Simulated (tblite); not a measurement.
Species: C4H5ClN3O (doublet state).
Numbering: `[CH2:1][O:2][CH2:3][n:4]1[cH:5][n:6][c:7]([Cl:8])[n:9]1` (hydrogens: H10, H11 on C1; H12, H13 on C3; H14 on C5)

Cartesian coordinates in Å at the GFN2-xTB level; atoms count from 1:
```xyz
14
C4H5ClN3O angstrom
C     -2.1217    0.7916    0.6225
O     -1.7540    0.5668   -0.6729
C     -0.9270   -0.5253   -0.9195
N      0.3946   -0.3529   -0.3704
C      0.8939   -0.7403    0.8212
N      2.1150   -0.2964    0.9700
C      2.3366    0.3857   -0.1761
Cl     3.7843    1.1686   -0.5021
N      1.3227    0.3756   -1.0112
H     -1.6058    0.2968    1.4246
H     -2.6237    1.7258    0.7667
H     -1.3471   -1.4507   -0.4958
H     -0.8353   -0.5979   -2.0073
H      0.3669   -1.3479    1.5280
```

Level: GFN2-xTB in tblite, geometry and Hessian alike; calculated harmonic values, unscaled, isolated species. This tight-binding method is rough: wavenumbers can miss measured ones by several per cent, in bad cases by 10 to 20. One conformer, not necessarily the lowest. Open shells enter through the occupations alone, without spin polarisation, and single modes of such species can be off by tens of per cent.

Harmonic wavenumbers (cm⁻¹): 37.2, 89.4, 100.1, 189.6, 203.5, 266.1, 340.1, 378.4, 443.8, 453.3, 504.8, 632.2, 690.4, 745.9, 817.3, 957.6, 980.9, 1000.8, 1036.7, 1094.9, 1118.7, 1197.0, 1242.7, 1273.4, 1310.1, 1330.3, 1361.8, 1388.7, 1401.9, 1403.8, 1502.8, 2869.0, 2980.5, 3109.6, 3181.5, 3191.0.

A = 3782, B = 736.5, C = 697.4 MHz; mass 146.012 u (most abundant isotopes); point group C1, symmetry number 1; spin multiplicity 2.

Task: Zero-point energy?

Result: Half the sum of the wavenumbers: 20413 cm⁻¹ = 244.19 kJ/mol.

Task: Give the ideal-gas entropy at 200 K and 1 bar in the rigid-rotor, harmonic-oscillator model (classical rotation).

Result: Translation 162.71, rotation 118.42, vibration 69.29, spin (R ln 2) 5.76: S = 356.2 J/(mol K).

Task: And Cp and H(200 K) − H(0)?

Result: Cp = 105.66 J/(mol K), of which vibrations give 72.40 (their classical limit is 36 R = 299.3); H(200 K) − H(0) = 14.06 kJ/mol without the zero-point energy, 7.41 from vibrations.

Task: Which modes carry the vibrational entropy at 200 K?

Result: 37.2 cm⁻¹: 19.30; 89.4 cm⁻¹: 12.13; 100.1 cm⁻¹: 11.22; 189.6 cm⁻¹: 6.35; 203.5 cm⁻¹: 5.85; 266.1 cm⁻¹: 4.08 J/(mol K); the other 30 give 10.36 together.

Task: Blend soft modes into free rotors: weight 1/[1 + (100 cm⁻¹/ν̃)⁴] for the oscillator and the rest for a rotor with moment μB/(μ + B), μ = h/(8π²ν), B = 10⁻⁴⁴ kg m². What vibrational entropy results?

Result: 63.43 J/(mol K) in place of 69.29, which changes −T·S at 200 K by +1.17 kJ/mol.

Task: How do the functions run with temperature in this model?

Result: 
```
 T (K)  S (J/(mol K))  Cp (J/(mol K))  H − H(0) (kJ/mol)  G − H(0) (kJ/mol)  ln q(vib)
   150          328.3            89.1               9.19             -40.05       2.76
   250          381.5           122.1              19.76             -75.62       4.98
298.15          404.4           137.8              26.01             -94.55       6.04
   400          449.4           169.4              41.69            -138.06       8.23
   600          527.6           216.3              80.60            -235.97      12.40
   900          624.0           257.6             152.32            -409.27      18.17
```

q(vib) and H(0) count from the zero-point level.

Hindered rotation and anharmonicity are outside this model. Other conformers, if any are populated, would add a mixing term that is left out. The structure is chiral; the term R ln 2 for an equal mix with its mirror image is left out.
